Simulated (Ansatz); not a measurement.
Geometry optimisation, Ansatz, RKS PBE0-D4/STO-3G.

Input file:

```yaml
crystal:
  periodic: [false, false, false]
  atoms:
    - { symbol: Si, position_ang: [0.0, 0.0, 0.0] }
    - { symbol: H, position_ang: [0.0, 0.0, 1.46] }
    - { symbol: "N", position_ang: [1.7163, 0.0, -0.6061] }
    - { symbol: H, position_ang: [2.2145, -0.918, -0.7868] }
    - { symbol: H, position_ang: [2.2175, 0.918, -0.7783] }
    - { symbol: O, position_ang: [-0.7913, 1.3709, -0.5594] }
    - { symbol: C, position_ang: [-2.1512, 1.4177, -0.9653] }
    - { symbol: H, position_ang: [-2.7687, 0.8215, -0.2614] }
    - { symbol: H, position_ang: [-2.5023, 2.4707, -0.9639] }
    - { symbol: H, position_ang: [-2.2473, 0.9975, -1.9882] }
    - { symbol: "N", position_ang: [-0.8572, -1.4851, -0.6061] }
    - { symbol: H, position_ang: [-1.3922, -2.1014, 0.0704] }
    - { symbol: H, position_ang: [-0.8219, -1.7344, -1.6357] }
basis:
  gaussian: { orbitals: STO-3G }
hamiltonian:
  xc: pbe0
  dispersion: d4
relax:
  f_tol: 0.02
  max_steps: 40
output:
  orbitals: {}
```

Launched with:

```bash
$ ansatz run input.yaml --threads 1 --pin off --max-ram 2048MiB --backend cpu --events-out ev --progress --plain --runs-dir out
```

Q: Where does it end, and by what steps?

A: The forces met the threshold. Limits of this set-up: minimal basis. After 26 steps the energy has fallen by 1.027 eV; H10 moved furthest, 0.97 Å.

| step | energy less start (eV) | largest force component (eV/Å) | accepted |
| --- | --- | --- | --- |
| 0 | 0.0000 | 2.901 | yes |
| 1 | -0.6898 | 1.733 | yes |
| 2 | -0.8079 | 0.464 | yes |
| 3 | -0.8567 | 0.316 | yes |
| 4 | -0.8758 | 0.737 | yes |
| 5 | -0.9143 | 0.474 | yes |
| 6 | -0.9551 | 0.500 | yes |
| 7 | -0.9737 | 0.739 | yes |
| 8 | -0.9967 | 0.301 | yes |
| 9 | -1.0086 | 0.177 | yes |
| 10 | -1.0168 | 0.251 | yes |
| 11 | -1.0198 | 0.090 | yes |
| 12 | -1.0211 | 0.044 | yes |
| 13 | -1.0217 | 0.023 | yes |
| 14 | -1.0222 | 0.036 | yes |
| 15 | -1.0223 | 0.190 | yes |
| 16 | -1.0234 | 0.063 | yes |
| 17 | -1.0237 | 0.038 | yes |
| 18 | -1.0247 | 0.036 | yes |
| 19 | -1.0173 | 0.598 | no |
| 20 | -1.0257 | 0.041 | yes |
| 21 | -1.0251 | 0.215 | no |
| 22 | -1.0262 | 0.048 | yes |
| 23 | -1.0264 | 0.086 | yes |
| 24 | -1.0265 | 0.039 | yes |
| 25 | -1.0266 | 0.034 | yes |
| 26 | -1.0267 | 0.011 | yes |

```xyz
13
Properties=species:S:1:pos:R:3
Si -0.018 -0.045 -0.137
H -0.391 -0.108 1.260
N 1.709 0.210 -0.301
H 2.240 -0.637 0.000
H 1.978 0.351 -1.300
O -0.661 1.326 -0.942
C -2.097 1.392 -0.782
H -2.425 1.461 0.278
H -2.453 2.303 -1.296
H -2.637 0.531 -1.233
N -0.548 -1.569 -0.821
H -1.484 -1.875 -0.487
H -0.596 -1.583 -1.861
```

Whether the end is a true minimum wasn't checked by a vibrational analysis.

Run time: 81 s on 1 thread of Arm Neoverse V2, with other jobs on the host, peak memory 0.15 GiB.
